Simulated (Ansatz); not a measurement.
All values below come from Ansatz (a quantum-chemistry and plane-wave program) with B3LYP-D3(BJ)/def2-TZVP. No frequencies were computed at this level.

Ansatz 0.2 input:
```yaml
crystal:
  periodic: [false, false, false]
  atoms:
    - { symbol: C, position_ang: [2.146298, -0.010994, -0.02414] }
    - { symbol: C, position_ang: [0.951754, -0.003486, -0.012842] }
    - { symbol: C, position_ang: [-0.505461, 0.002483, 0.005887] }
    - { symbol: H, position_ang: [-0.876897, -0.662099, -0.77241] }
    - { symbol: H, position_ang: [-0.853592, -0.340995, 0.978529] }
    - { symbol: H, position_ang: [-0.862104, 1.015092, -0.175024] }
basis:
  gaussian: { orbitals: def2-tzvp }
hamiltonian:
  xc: b3lyp
  dispersion: d3bj
relax:
  max_steps: 150
magnetization:
  spin_polarized: true
  initial_magnetization: 1
```

Output:

```
Functional definition: B3LYP
672 factors; their error is unknown
mean field evaluation 1: about -3148.9557 eV, gradient 3.9e1 eV
mean field evaluation 2: about -3140.7217 eV, gradient 5.4e1 eV
mean field evaluation 4: about -3155.9414 eV, gradient 2.2e0 eV
mean field evaluation 8: about -3155.9682 eV, gradient 1.2e-1 eV
mean field evaluation 16: about -3155.9676 eV, gradient 3.1e-4 eV
mean field evaluation 32: about -3155.8707 eV, gradient 5.9e-1 eV
mean field -3155.96761558 eV, -115.9796706807 hartree, gradient 1.4e-6 eV, S^2 0.769994; 4 other end points of the search recorded, 0 dependent functions left out
reference -3155.96782891 eV, -115.9796785206 hartree; 11, 10 occupied and 100, 101 virtual orbitals, 672 factors
relax step   1: F+E_penalty+E_count = -3156.11280634 eV  Δ(F+E_penalty+E_count) = +0.000e0 eV  max|allowed force component| = 8.634e-1 eV/Å  Δτ_max = 0.0000 Å  (135 SCF iters, accepted)
these checks for a lower state are left out or cut short: starts, cluster_reference, orbital_swaps, neighbouring_geometries, increment
672 factors; their error is unknown
mean field -3155.97837227 eV, -115.9800659821 hartree, gradient 1.0e-5 eV, S^2 0.770970; 0 other end points of the search recorded, 0 dependent functions left out
reference -3155.97858632 eV, -115.9800738483 hartree; 11, 10 occupied and 100, 101 virtual orbitals, 672 factors
relax step   2: F+E_penalty+E_count = -3156.12294786 eV  Δ(F+E_penalty+E_count) = -1.014e-2 eV  max|allowed force component| = 1.865e-1 eV/Å  Δτ_max = 0.0180 Å  (61 SCF iters, accepted)
these checks for a lower state are left out or cut short: starts, cluster_reference, orbital_swaps, neighbouring_geometries, increment
672 factors; their error is unknown
mean field evaluation 64: about -3155.9790 eV, gradient 3.2e-6 eV
mean field -3155.97900141 eV, -115.9800891026 hartree, gradient 3.5e-6 eV, S^2 0.771008; 0 other end points of the search recorded, 0 dependent functions left out
reference -3155.97921568 eV, -115.9800969768 hartree; 11, 10 occupied and 100, 101 virtual orbitals, 672 factors
relax step   3: F+E_penalty+E_count = -3156.12347998 eV  Δ(F+E_penalty+E_count) = -5.321e-4 eV  max|allowed force component| = 5.702e-2 eV/Å  Δτ_max = 0.0035 Å  (62 SCF iters, accepted)
these checks for a lower state are left out or cut short: starts, cluster_reference, orbital_swaps, neighbouring_geometries, increment
672 factors; their error is unknown
mean field -3155.97901777 eV, -115.9800897036 hartree, gradient 1.1e-5 eV, S^2 0.770987; 0 other end points of the search recorded, 0 dependent functions left out
reference -3155.97923204 eV, -115.9800975778 hartree; 11, 10 occupied and 100, 101 virtual orbitals, 672 factors
relax step   4: F+E_penalty+E_count = -3156.12353993 eV  Δ(F+E_penalty+E_count) = -5.995e-5 eV  max|allowed force component| = 6.191e-2 eV/Å  Δτ_max = 0.0028 Å  (64 SCF iters, accepted)
these checks for a lower state are left out or cut short: starts, cluster_reference, orbital_swaps, neighbouring_geometries, increment
672 factors; their error is unknown
mean field -3155.97908905 eV, -115.9800923230 hartree, gradient 1.0e-5 eV, S^2 0.770828; 0 other end points of the search recorded, 0 dependent functions left out
reference -3155.97930336 eV, -115.9801001989 hartree; 11, 10 occupied and 100, 101 virtual orbitals, 672 factors
relax step   5: F+E_penalty+E_count = -3156.12363196 eV  Δ(F+E_penalty+E_count) = -9.203e-5 eV  max|allowed force component| = 7.797e-2 eV/Å  Δτ_max = 0.0032 Å  (64 SCF iters, accepted)
these checks for a lower state are left out or cut short: starts, cluster_reference, orbital_swaps, neighbouring_geometries, increment
672 factors; their error is unknown
mean field evaluation 96: about -3155.9476 eV, gradient 2.5e0 eV
mean field -3155.98157243 eV, -115.9801835855 hartree, gradient 1.1e-5 eV, S^2 0.757743; 0 other end points of the search recorded, 0 dependent functions left out
reference -3155.98178862 eV, -115.9801915305 hartree; 11, 10 occupied and 100, 101 virtual orbitals, 672 factors
relax step   6: F+E_penalty+E_count = -3156.12672022 eV  Δ(F+E_penalty+E_count) = -3.088e-3 eV  max|allowed force component| = 1.452e0 eV/Å  Δτ_max = 0.1029 Å  (75 SCF iters, accepted)
these checks for a lower state are left out or cut short: starts, cluster_reference, orbital_swaps, neighbouring_geometries, increment
672 factors; their error is unknown
mean field -3156.01031655 eV, -115.9812399126 hartree, gradient 1.8e-6 eV, S^2 0.761277; 0 other end points of the search recorded, 0 dependent functions left out
reference -3156.01053356 eV, -115.9812478875 hartree; 11, 10 occupied and 100, 101 virtual orbitals, 672 factors
relax step   7: F+E_penalty+E_count = -3156.15521234 eV  Δ(F+E_penalty+E_count) = -2.849e-2 eV  max|allowed force component| = 1.096e0 eV/Å  Δτ_max = 0.0361 Å  (73 SCF iters, accepted)
these checks for a lower state are left out or cut short: starts, cluster_reference, orbital_swaps, neighbouring_geometries, increment
672 factors; their error is unknown
mean field evaluation 128: about -3155.9834 eV, gradient 2.6e-3 eV
mean field -3155.98339318 eV, -115.9802504969 hartree, gradient 2.1e-7 eV, S^2 0.761600; 0 other end points of the search recorded, 0 dependent functions left out
reference -3155.98361073 eV, -115.9802584917 hartree; 11, 10 occupied and 100, 101 virtual orbitals, 672 factors
relax step   8: F+E_penalty+E_count = -3156.12710694 eV  Δ(F+E_penalty+E_count) = +2.811e-2 eV  max|allowed force component| = 9.799e-1 eV/Å  Δτ_max = 0.0707 Å  (107 SCF iters, rejected (line search))
these checks for a lower state are left out or cut short: starts, cluster_reference, orbital_swaps, neighbouring_geometries, increment
672 factors; their error is unknown
mean field -3156.02293385 eV, -115.9817035900 hartree, gradient 8.6e-6 eV, S^2 0.765064; 0 other end points of the search recorded, 0 dependent functions left out
reference -3156.02315120 eV, -115.9817115774 hartree; 11, 10 occupied and 100, 101 virtual orbitals, 672 factors
relax step   9: F+E_penalty+E_count = -3156.16714974 eV  Δ(F+E_penalty+E_count) = -1.194e-2 eV  max|allowed force component| = 4.528e-1 eV/Å  Δτ_max = 0.0254 Å  (62 SCF iters, accepted)
these checks for a lower state are left out or cut short: starts, cluster_reference, orbital_swaps, neighbouring_geometries, increment
672 factors; their error is unknown
mean field evaluation 160: about -3156.0244 eV, gradient 1.2e-4 eV
mean field -3156.02442920 eV, -115.9817585428 hartree, gradient 9.1e-6 eV, S^2 0.762415; 0 other end points of the search recorded, 0 dependent functions left out
reference -3156.02464639 eV, -115.9817665244 hartree; 11, 10 occupied and 100, 101 virtual orbitals, 672 factors
relax step  10: F+E_penalty+E_count = -3156.16864745 eV  Δ(F+E_penalty+E_count) = -1.498e-3 eV  max|allowed force component| = 2.256e-1 eV/Å  Δτ_max = 0.0266 Å  (66 SCF iters, accepted)
these checks for a lower state are left out or cut short: starts, cluster_reference, orbital_swaps, neighbouring_geometries, increment
672 factors; their error is unknown
mean field -3155.92149494 eV, -115.9779757786 hartree, gradient 5.8e-6 eV, S^2 0.762871; 0 other end points of the search recorded, 0 dependent functions left out
reference -3155.92171395 eV, -115.9779838271 hartree; 11, 10 occupied and 100, 101 virtual orbitals, 672 factors
relax step  11: F+E_penalty+E_count = -3156.06624995 eV  Δ(F+E_penalty+E_count) = +1.024e-1 eV  max|allowed force component| = 3.090e0 eV/Å  Δτ_max = 0.0673 Å  (70 SCF iters, rejected (line search))
these checks for a lower state are left out or cut short: starts, cluster_reference, orbital_swaps, neighbouring_geometries, increment
672 factors; their error is unknown
mean field evaluation 192: about -3156.0247 eV, gradient 9.4e-4 eV
mean field -3156.02468273 eV, -115.9817678601 hartree, gradient 9.0e-6 eV, S^2 0.762794; 0 other end points of the search recorded, 0 dependent functions left out
reference -3156.02489914 eV, -115.9817758129 hartree; 11, 10 occupied and 100, 101 virtual orbitals, 672 factors
relax step  12: F+E_penalty+E_count = -3156.16924351 eV  Δ(F+E_penalty+E_count) = -5.961e-4 eV  max|allowed force component| = 1.662e-1 eV/Å  Δτ_max = 0.0336 Å  (66 SCF iters, accepted)
these checks for a lower state are left out or cut short: starts, cluster_reference, orbital_swaps, neighbouring_geometries, increment
672 factors; their error is unknown
mean field -3156.02621673 eV, -115.9818242334 hartree, gradient 4.7e-6 eV, S^2 0.763298; 0 other end points of the search recorded, 0 dependent functions left out
reference -3156.02643330 eV, -115.9818321923 hartree; 11, 10 occupied and 100, 101 virtual orbitals, 672 factors
relax step  13: F+E_penalty+E_count = -3156.17064980 eV  Δ(F+E_penalty+E_count) = -1.406e-3 eV  max|allowed force component| = 5.091e-2 eV/Å  Δτ_max = 0.0218 Å  (70 SCF iters, accepted)
these checks for a lower state are left out or cut short: starts, cluster_reference, orbital_swaps, neighbouring_geometries, increment
672 factors; their error is unknown
mean field evaluation 224: about -3156.0262 eV, gradient 2.2e-5 eV
mean field -3156.02624249 eV, -115.9818251801 hartree, gradient 8.0e-6 eV, S^2 0.763307; 0 other end points of the search recorded, 0 dependent functions left out
reference -3156.02645933 eV, -115.9818331487 hartree; 11, 10 occupied and 100, 101 virtual orbitals, 672 factors
relax step  14: F+E_penalty+E_count = -3156.17060650 eV  Δ(F+E_penalty+E_count) = +4.330e-5 eV  max|allowed force component| = 3.024e-2 eV/Å  Δτ_max = 0.0083 Å  (65 SCF iters, rejected (line search))
these checks for a lower state are left out or cut short: starts, cluster_reference, orbital_swaps, neighbouring_geometries, increment
672 factors; their error is unknown
mean field -3156.02640350 eV, -115.9818310973 hartree, gradient 2.5e-6 eV, S^2 0.763246; 0 other end points of the search recorded, 0 dependent functions left out
reference -3156.02662015 eV, -115.9818390587 hartree; 11, 10 occupied and 100, 101 virtual orbitals, 672 factors
relax step  15: F+E_penalty+E_count = -3156.17080561 eV  Δ(F+E_penalty+E_count) = -1.558e-4 eV  max|allowed force component| = 1.367e-2 eV/Å  Δτ_max = 0.0042 Å  (70 SCF iters, accepted)
these checks for a lower state are left out or cut short: starts, cluster_reference, orbital_swaps, neighbouring_geometries, increment
672 factors; their error is unknown
mean field evaluation 256: about -3156.0264 eV, gradient 1.3e-5 eV
mean field -3156.02644210 eV, -115.9818325155 hartree, gradient 9.8e-6 eV, S^2 0.763289; 0 other end points of the search recorded, 0 dependent functions left out
reference -3156.02665878 eV, -115.9818404783 hartree; 11, 10 occupied and 100, 101 virtual orbitals, 672 factors
relax step  16: F+E_penalty+E_count = -3156.17082843 eV  Δ(F+E_penalty+E_count) = -2.282e-5 eV  max|allowed force component| = 7.899e-3 eV/Å  Δτ_max = 0.0022 Å  (68 SCF iters, accepted)
672 factors; their error is unknown
mean field evaluation 288: about -3156.0264 eV, gradient 3.9e-2 eV
mean field evaluation 320: about -3155.9461 eV, gradient 3.2e0 eV
mean field -3156.02644210 eV, -115.9818325155 hartree, gradient 2.4e-6 eV, S^2 0.763289; 5 other end points of the search recorded, 0 dependent functions left out
reference -3156.02665878 eV, -115.9818404783 hartree; 11, 10 occupied and 100, 101 virtual orbitals, 672 factors
Total energy: -3156.17104511 eV, -115.9871465782 hartree
Atom 0 at     2.172680    -0.056747     0.100865 Å, force    -0.000405    -0.000252     0.002101 eV/Å
Atom 1 at     0.951214     0.043095    -0.139374 Å, force    -0.000770     0.001331    -0.007899 eV/Å
Atom 2 at    -0.493198     0.013282    -0.025029 Å, force    -0.002465    -0.000759     0.003575 eV/Å
Atom 3 at    -0.935236    -0.667768    -0.755416 Å, force     0.004014    -0.000243     0.000105 eV/Å
Atom 4 at    -0.774532    -0.341982     0.971561 Å, force    -0.003419     0.000888     0.000485 eV/Å
Atom 5 at    -0.920930     1.010120    -0.152608 Å, force     0.003045    -0.000966     0.001634 eV/Å
Dipole moment:    -0.642400     0.047304    -0.111195 e Å
```

Cost: about 80 core-seconds (a rough figure).
